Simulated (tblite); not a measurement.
Compound: C3H6NS2Si (doublet state).
Z-matrix (Å and degrees, GFN2-xTB geometry), rows numbered from 1:
```
N 
C   1  1.2155
C   2  1.5247  1  125.26
C   3  1.5129  2  109.40  1  -111.75
S   4  1.8255  3  110.32  2   179.99
Si  5  2.1487  4   95.92  3    42.57
S   3  1.8363  2  108.13  1   127.82
H   2  1.0980  1  123.32  3  -179.45
H   3  1.0922  2  109.12  1    10.19
H   4  1.0901  3  110.75  2    62.44
H   4  1.0911  3  111.26  2   -59.52
H   6  1.4499  5  107.86  4  -128.90
H   6  1.4501  5  111.62  4   101.19
```

Computed values, GFN2-xTB/tblite, gas phase, harmonic and unscaled. Errors from tens to a few hundred cm⁻¹ against measured bands are possible. Modes of hydrogen on silicon can be 10 to 20 % off. One conformer, not necessarily the lowest. Open shells enter through the occupations alone, without spin polarisation, and single modes of such species can be off by tens of per cent.

Harmonic wavenumbers (cm⁻¹): 52.2, 63.2, 131.3, 241.5, 265.2, 305.6, 350.9, 429.4, 488.0, 496.7, 504.5, 528.2, 628.5, 677.1, 724.8, 748.2, 807.8, 898.3, 930.6, 1042.2, 1095.8, 1123.8, 1196.4, 1206.1, 1255.3, 1436.7, 1825.8, 2367.9, 2376.8, 2802.7, 2960.6, 2976.5, 2999.2.

A = 2640, B = 1133, C = 836.4 MHz; mass 147.971 u (most abundant isotopes); point group C1, symmetry number 1; spin multiplicity 2.

Q: What is the zero-point energy?

A: ½Σν̃ = 17969 cm⁻¹ = 51.38 kcal/mol.

Q: Give the ideal-gas entropy at 500 K and 1 bar in the rigid-rotor, harmonic-oscillator model (classical rotation).

A: Translation 43.48, rotation 30.78, vibration 39.80, spin (R ln 2) 1.38: S = 115.4 cal/(mol K).

Q: And Cp and H(500 K) − H(0)?

A: Cp = 45.47 cal/(mol K), of which vibrations give 37.52 (their classical limit is 33 R = 65.6); H(500 K) − H(0) = 14.21 kcal/mol without the zero-point energy, 10.23 from vibrations.

Q: Which modes carry the vibrational entropy at 500 K?

A: 52.2 cm⁻¹: 5.76; 63.2 cm⁻¹: 5.38; 131.3 cm⁻¹: 3.93; 241.5 cm⁻¹: 2.75; 265.2 cm⁻¹: 2.57; 305.6 cm⁻¹: 2.31 cal/(mol K); the other 27 give 17.11 together.

Q: What must be added to the electronic energy to get the Gibbs energy at 500 K and 1 bar?

A: ZPE + [H(500 K) − H(0)] − T·S = 51.38 + 14.21 − 57.72 = 7.87 kcal/mol.

Hindered rotation and anharmonicity are outside this model. Other conformers, if any are populated, would add a mixing term that is left out. The structure is chiral; the term R ln 2 for an equal mix with its mirror image is left out.
